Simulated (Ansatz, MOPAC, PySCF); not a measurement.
Torsion H4–S1–Se2–Se3 in H2SSe2 (SMILES S[Se][SeH]); at each angle all else is relaxed with GFN2-xTB, and the levels are single points there.
Geometry at 90° (charge 0, multiplicity 1):
```xyz
5

S      1.7213    -0.1454    -0.2026
Se     0.1906    -1.5094    -0.9658
Se     0.3153    -1.3264    -3.2652
H      0.9608     0.9486    -0.1091
H      1.3335    -2.3439    -3.4740
```

On the grid 0° to 330°, 0° is the highest and 90° the lowest point at MP2/CBS(def2-TZVPP, def2-QZVPP) + ΔCCSD(T)/def2-TZVPP.

Rows in STO-3G carry no dispersion term and start afresh at each structure; the Pople sets are all-electron and without relativity. The state reached by PM6, PM7 isn't checked; PM7 holds dispersion and hydrogen-bond terms.

Programs: Ansatz (a program for electronic structure); MOPAC for PM6, PM7 (differences of heats of formation); PySCF for STO-3G rows. Values without a source in brackets are computed.

Problem. One of these levels gives 20.4 kJ/mol for the energy at 0° less that at 90°. Which?
A. HF/STO-3G
B. PM7
C. PM6
D. r2SCAN/def2-TZVPP

Solution. C, PM6. The others give -17.1 (PM7), 27.1 (HF/STO-3G), 33.6 (r2SCAN/def2-TZVPP)
